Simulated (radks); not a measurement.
Spherical quantum dot in the effective-mass picture: electrons in a well V = -V0 / (1 + exp((r - R)/a)) with V0 = 7.18, R = 3.85, a = 0.4, all in effective atomic units (hartree* = m*/eps^2 hartree, bohr* = eps/m* bohr), one dielectric constant everywhere. Method: non-relativistic Kohn-Sham, LDA (Slater exchange, Perdew-Wang correlation), spin-polarised, spherical densities; computed with a radial shooting solver with Libxc functionals. Levels are named by radial order and angular momentum (1s, 1p, 1d, 2s, ...), and open shells are averaged over m.

N = 5, configuration 1s2 1p(up 3, down 0). This is the lowest configuration that the search found. Occupied and some empty levels:

| level | occupation | eigenvalue (hartree*) | <r> (bohr*) |
|---|---|---|---|
| 1s up | 1 | -4.9519 | 2.001 |
| 1s down | 1 | -4.8555 | 1.993 |
| 1p up | 3 | -4.6307 | 2.275 |
| 1p down | 0 | -4.5315 | 2.283 |
| 1d up | 0 | -4.1895 | 2.477 |
| 1d down | 0 | -4.0934 | 2.490 |
| 2s up | 0 | -3.8457 | 1.946 |
| 2s down | 0 | -3.7792 | 1.950 |
| 1f up | 0 | -3.6544 | 2.642 |
| 1f down | 0 | -3.5640 | 2.656 |

Energy (hartree*): total -28.4052, kinetic 2.4482, external -34.486, Hartree 5.1872, exchange-correlation -1.5551.
